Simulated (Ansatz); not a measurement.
This geometry of BF2H3Si + H2S (10 atoms, charge 0, multiplicity 1) is a first-order saddle point.

Level of theory: Ansatz, RKS PBE0-D4/6-31G*.

```xyz
10
Properties=species:S:1:pos:R:3
B -0.844 -0.205 -0.430
Si 1.289 -0.476 -0.058
F -1.406 -1.427 -0.386
F -0.941 0.546 -1.543
H -0.270 0.322 0.773
S -1.713 0.897 1.182
H 2.071 0.788 -0.133
H 1.573 -1.324 -1.248
H 1.633 -1.213 1.187
H -1.391 2.093 0.656
```

(1) Which two structures does it join? (They come from a converged band through this point; their orientation in space is the band's.)

(2) How far does it lie above each of them?

## Answers

(1) Bonds broken: B1–Si2, H5–S6. Bonds formed: B1–S6, Si2–H5. BF2H3Si + H2S becomes BF2HS + H4Si.

Initial state:

```xyz
10
Properties=species:S:1:pos:R:3
B -0.661 -0.630 -1.039
Si 1.234 -0.661 -0.318
F -1.484 -1.650 -0.861
F -1.105 0.364 -1.797
H -0.291 1.367 2.128
S -1.446 1.052 1.514
H 1.778 0.722 -0.190
H 2.136 -1.424 -1.231
H 1.278 -1.315 1.021
H -1.438 2.175 0.774
```

Final state:

```xyz
10
Properties=species:S:1:pos:R:3
B -1.787 0.083 -0.577
Si 1.868 -0.562 0.325
F -2.131 -1.183 -0.697
F -0.820 0.555 -1.348
H 0.633 -0.409 1.142
S -2.650 1.121 0.622
H 2.279 0.765 -0.206
H 1.606 -1.494 -0.802
H 2.952 -1.111 1.185
H -1.949 2.235 0.354
```

(2) 1.23 eV above the first and 2.06 eV above the second. This is the barrier of this one path; another mechanism may lie lower. The orbitals stay closed-shell, which can raise the energy where a bond breaks towards radicals; this wasn't checked here.

Run time: 4 min on 2 threads of Intel(R) Xeon(R) Platinum 8488C (Sapphire Rapids) (shared host), peak memory 0.22 GiB.
